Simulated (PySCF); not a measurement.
CHClF₂, SMILES FC(F)Cl. Atoms are numbered in the order given.

```xyz
5

F     -1.0271     0.1532     1.0790
C     -0.4447    -0.3585     0.0000
F     -1.0271     0.1532    -1.0790
Cl     1.2765     0.0499     0.0000
H     -0.5454    -1.4548     0.0000
```

Coordinates come from a PBE0-D3(BJ)/def2-SVP optimisation.

Level of theory: PBE/pcJ-1 (PySCF).

Isotropic couplings with Fermi-contact, spin-dipole and both spin-orbit terms, one fixed conformer, no vibrational averaging. Isotopes: 13C, 19F, 1H.

```csv
pair,bonds apart,J (Hz)
F1–C2,1,___
C2–F3,1,___
C2–H5,1,___
F1–F3,2,42.5
F1–H5,2,67.5
F3–H5,2,67.5
```

Q: What belongs in the gaps? (The exact figures need the calculation; the answer reports its results.)

A: 
- F1–C2, J (Hz): -401.4
- C2–F3, J (Hz): -401.4
- C2–H5, J (Hz): 220.4
